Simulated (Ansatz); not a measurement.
`[SiH3]N[SiH3]` + `Fc1ccc[nH]1` → `F[SiH2]N[SiH3]` + `c1cc[nH]c1`  (formal exchange of groups at the Si–H bond)

Gas-phase electronic energies from Ansatz, PBE0-D4/def2-TZVP geometries. CBS: MP2 limit from def2 TZ/QZ plus the TZ coupled-cluster correction, frozen cores. This one scheme is used for every species. Functionals use def2-TZVPP. Each species was taken in one conformer, which may not be the lowest.

`[SiH3]N[SiH3]`:

Z-matrix (Å, degrees):
```
Si
N 1 1.726
H 1 1.490 2 112.6
H 1 1.484 2 107.4 3 119.9
H 1 1.489 2 110.9 3 -120.0
Si 2 1.726 1 128.9 3 -109.8
H 2 1.011 1 115.5 3 66.2
H 6 1.490 2 112.6 1 109.8
H 6 1.484 2 107.4 1 -10.1
H 6 1.488 2 110.9 1 -130.1
```

`Fc1ccc[nH]1`:

Cartesian coordinates in Å:
```
F 2.110 -1.150 -0.419
C 0.967 -0.499 -0.266
C 0.259 0.269 -1.140
C -0.887 0.706 -0.416
C -0.818 0.188 0.847
N 0.334 -0.556 0.929
H 0.527 0.486 -2.160
H -1.675 1.337 -0.794
H -1.481 0.282 1.690
H 0.665 -1.063 1.729
```

`F[SiH2]N[SiH3]`:

```xyz
10

F     2.425   -0.227    0.779
Si    1.409   -0.435   -0.442
N     0.026    0.556   -0.320
Si   -1.461    0.219    0.505
H     2.163   -0.074   -1.664
H     0.987   -1.851   -0.400
H     0.124    1.492   -0.690
H    -1.659    1.107    1.681
H    -1.390   -1.192    0.954
H    -2.625    0.404   -0.403
```

`c1cc[nH]c1`:

```xyz
10

C     0.992   -0.226    0.617
C     0.812   -0.388   -0.779
C    -0.475   -0.015   -1.070
N    -1.071    0.364    0.096
C    -0.190    0.241    1.130
H     1.888   -0.428    1.182
H     1.542   -0.738   -1.491
H    -1.009    0.011   -2.006
H    -2.017    0.685    0.181
H    -0.472    0.492    2.140
```

| level | ΔE (eV) | difference from CCSD(T)/CBS |
| --- | --- | --- |
| r2SCANh-D4 | -2.49 | 0.12 |
| r2SCAN0-D4 | -2.50 | 0.11 |
| ωB97X-V | -2.43 | 0.18 |
| PBE | -2.35 | 0.26 |
| r2SCANh | -2.49 | 0.12 |
| CAM-B3LYP | -2.49 | 0.12 |
| CCSD/def2-SVP | -2.26 | 0.35 |
| CCSD/def2-TZVPP | -2.55 | 0.06 |
| SCS-MP2/def2-QZVPP | -2.67 | -0.06 |
| MP2/CBS(def2) | -2.74 | -0.13 |
| CCSD(T)/CBS | -2.61 | 0 |

Largest T1 diagnostic among the species: 0.011.

From PBE to PBE0 (25 % exact exchange), in def2-TZVPP and without D4, ΔE moves by −0.05 eV. Leaving LDA and LC-ωPBE aside and taking each functional with its dispersion term where it has one, the values, not all of them listed here, spread over 0.22 eV, from B2PLYP to revPBE-D4. LDA lies +0.04 eV from PBE without D4.
